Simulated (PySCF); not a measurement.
Two species compared at the same levels of theory.

First species: C₆H₅N₃.
Numbering: `[CH:1]#[C:2][c:3]1[n:4][n:5][cH:6][c:7]([CH3:8])[n:9]1` (hydrogens: H10 on C1; H11 on C6; H12, H13, H14 on C8)

Second species: C4H10N2.
SMILES: `C[C@@H]1CCNN1`

Levels: CAM-B3LYP/def2-SVPD for HOMO energy, LUMO energy, HOMO–LUMO gap and static isotropic polarisability; TDDFT CAM-B3LYP/def2-SVPD for lowest singlet excitation; TDA CAM-B3LYP/def2-SVPD for lowest triplet excitation (Tamm–Dancoff). Geometries: GFN2-xTB. Each species is one conformer at its optimised geometry, gas phase, non-relativistic unless stated. Electronic properties by PySCF.

Problem. Which has the higher static isotropic polarisability?

Solution. The first: 89.8 au against 62.8 au, a difference of 27.0 au.

Problem. Which has the higher LUMO energy?

Solution. The second: 1.33 eV against -1.01 eV, a difference of 2.34 eV.

Problem. Which of the two has the higher S1 energy, and by how much?

Solution. The second: 6.48 eV against 3.30 eV, a difference of 3.18 eV.

Problem. Which of the two has the higher T1 energy, and by how much?

Solution. The second: 6.26 eV against 2.59 eV, a difference of 3.67 eV.

Problem. Which has the higher HOMO–LUMO gap?

Solution. The second: 9.64 eV against 7.35 eV, a difference of 2.29 eV.

On the first: The vertical singlet–triplet gap S1 − T1 is 0.71 eV (TDDFT singlet less Tamm–Dancoff triplet; S1: HOMO→LUMO, weight 0.70; T1: HOMO→LUMO+1, weight 0.51, beside HOMO→LUMO, weight 0.43). No computed singlet falls in the visible range (750 to 380 nm, 1.65 to 3.26 eV); S1 lies 0.04 eV above its blue end.

On the second: The principal polarisabilities are 56.8, 61.5 and 70.0 au; their mean is the isotropic value. No computed singlet falls in the visible range (750 to 380 nm, 1.65 to 3.26 eV); S1 lies 3.22 eV above its blue end.
